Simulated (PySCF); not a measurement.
Compound: C7H11NO.
Atom-mapped SMILES: `[CH:1]#[C:2][C:3](=[O:4])[NH:5][CH2:6][CH2:7][CH2:8][CH3:9]` (hydrogens: H10 on C1; H11 on N5; H12, H13 on C6; H14, H15 on C7; H16, H17 on C8; H18, H19, H20 on C9)

Computed, not measured: PySCF 2.14.0, PBE0-D3(BJ)/def2-SVP geometry optimisation, gas phase.

**Question.** Give the optimised bond lengths and angles.

**Answer.** 
```
                  bond  length (Å)
                 C1≡C2       1.211
                 C2–C3       1.464
                 C3=O4       1.215
                 C3–N5       1.358
                 N5–C6       1.444
                 C6–C7       1.526
                 C7–C8       1.525
                 C8–C9       1.522
                C1–H10       1.075
                N5–H11       1.012
        C6–H12, C6–H13       1.101
        C7–H14, C7–H15       1.105
        C8–H16, C8–H17       1.104
C9–H18, C9–H19, C9–H20       1.101
```

Bonds in one row agree within 0.01 Å and their mean is given. A selection of angles:
```
    angle  degrees
 C1–C2–C3    178.7
 C2–C3–O4    122.1
 C2–C3–N5    113.3
 O4–C3–N5    124.6
 C3–N5–C6    122.7
 N5–C6–C7    113.5
 C6–C7–C8    114.9
 C7–C8–C9    114.4
H11–N5–C3    117.8
H11–N5–C6    119.4
```

Torsions: C2–C3–N5–C6 178° (antiperiplanar); C3–N5–C6–C7 -109° (anticlinal); N5–C6–C7–C8 60° (synclinal); C6–C7–C8–C9 61° (synclinal). The mirror-image conformer, all signs reversed, is as good.

The C–N distances run from 1.358 Å (C3–N5, drawn single) to 1.444 Å (N5–C6, drawn single), a spread of 0.086 Å. The C–C distances run from 1.211 Å (C1≡C2, drawn triple) to 1.526 Å (C6–C7, drawn single), a spread of 0.315 Å. Of the pairs four or more bonds apart, O4···H13 is among the closest relative to their van der Waals radii: 2.37 Å, 87 % of the sum of Bondi's values. N5 (amide nitrogen) is planar (angles 122.7°, 119.4° and 117.8°, sum 359.9°, 0.03 Å off the plane of its three neighbours).

Point group: C1 (no symmetry element, even within 0.4 Å). No PBE0-D3(BJ)/def2-SVP frequencies stand behind this structure, so it isn't proved a minimum. The numbers are those of one conformer.
